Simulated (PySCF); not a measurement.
# [LuF4]− at several levels of theory

Computed with PySCF 2.14.0 (density fitting, no spin-orbit coupling) at the geometry relaxed with PBE0:

```xyz
5
[LuF4]− (singlet in the valence; each metal's 4f electrons, 14 of them, lie in its core potential, out of spins and levels)
Lu    0.0000    0.0000    0.0000
F     1.1672    1.1672    1.1672
F    -1.1672   -1.1672    1.1672
F     1.1672   -1.1672   -1.1672
F    -1.1672    1.1672   -1.1672
```

```
level                                    basis    state  HOMO (eV)  gap (eV)  charge on Lu1 (e)  population of f-type functions on Lu1 (polarisation alone where 4f lies in the core)  dipole about the centre of mass (D)  largest force component (eV/Å)
 PBE0    Lu lcecp-1-SVP with ECP60, F def2-SVP  singlet      -5.02      9.08               0.99                                                                                  0.09                                 0.00                            0.00
  PBE                                 the same  singlet      -2.97      6.38               0.72                                                                                  0.09                                 0.00                            0.10
 PBE0  Lu lcecp-1-TZVP with ECP60, F def2-TZVP  singlet      -5.41      9.30               1.52                                                                                  0.10                                 0.00                            0.12
```

In the lcecp rows the 4f levels are missing from HOMO and gap, and the state counts the valence alone.

Charges are Mulliken's, which hang on the basis. The relaxation used the grid (50, 194), these runs (75, 302) or, all-electron (x2c bases, spin-free X2C Hamiltonian), (99, 590).

(1) What does TPSSh with Lu lcecp-1-SVP with ECP60, F def2-SVP give here?

An lcecp potential fixes the number of 4f electrons, so in runs with it no electron can move into or out of that shell.

Results:

(1) state singlet, HOMO (eV) -3.88, gap (eV) 7.76, charge on Lu1 (e) 0.94, population of f-type functions on Lu1 (polarisation alone where 4f lies in the core) 0.09, dipole about the centre of mass (D) 0.00, largest force component (eV/Å) 0.07. Time: 4.7 s on 2 threads of Arm Neoverse V1, with other jobs on the host, from an already converged density.
